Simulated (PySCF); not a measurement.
**Computed vibrations of [Gd(BH4)2]+**

[Gd(BH4)2]+ (singlet in the valence; each metal's 4f electrons, 7 of them, lie in its core potential, out of spins and levels). PySCF 2.14.0, RKS PBE0, Gd lcecp-1-SVP with ECP53, B def2-SVP, H def2-SVP; non-relativistic Hamiltonian with scalar-relativistic core potentials where named; density fitting; no spin-orbit coupling. Central differences of gradients.

```xyz
11

Gd    0.0000    0.0000    0.0000
B     0.0000    0.0000    2.4356
H     0.0000    0.0000    3.6324
H     1.1535    0.0036    1.9067
H    -0.5799    0.9972    1.9067
H    -0.5736   -1.0008    1.9067
B     0.0000    0.0000   -2.4356
H     0.0000    0.0000   -3.6324
H     1.1535    0.0036   -1.9067
H    -0.5736   -1.0008   -1.9067
H    -0.5799    0.9972   -1.9067
```

Run from Python with OMP_NUM_THREADS=2. Where DIIS fails, smearing, a level shift and second-order steps follow.
It took 49 s on 2 threads of Arm Neoverse V1, with other jobs on the host.

**Question.** What are the harmonic wavenumbers and infrared intensities?

**Answer.** Modes are labelled in D3h; negative numbers are unstable modes, those under 60 cm⁻¹ near the noise; a finer grid moves soft modes by up to 10 cm⁻¹.
```tsv
cm⁻¹	km/mol	symmetry
-76	–	e'
-76	–	e'
155	0.0	a1''
540	0.0	a1'
546	158.9	a2''
620	0.2	e'
620	0.2	e'
647	0.0	e''
647	0.0	e''
1088	0.0	e''
1088	0.0	e''
1089	45.9	e'
1089	45.9	e'
1241	795.1	a2''
1257	0.0	e''
1257	0.0	e''
1272	12.6	e'
1272	12.6	e'
1273	0.0	a1'
2186	0.0	e''
2186	0.0	e''
2187	316.9	e'
2187	316.9	e'
2202	472.8	a2''
2210	0.0	a1'
2721	0.0	a1'
2721	60.1	a2''
```

**Question.** Is this a minimum?

**Answer.** No: 2 unstable; the lowest moves the atoms so:
```
Gd  -0.03 -0.04  0.00
B    0.17  0.23  0.00
H    0.28  0.39  0.00
H    0.12  0.17 -0.11
H    0.12  0.17 -0.07
H    0.12  0.17  0.18
B    0.17  0.23  0.00
H    0.28  0.39  0.00
H    0.12  0.17  0.11
H    0.12  0.17 -0.18
H    0.12  0.17  0.07
```

An lcecp potential fixes the number of 4f electrons, so in runs with it no electron can move into or out of that shell.
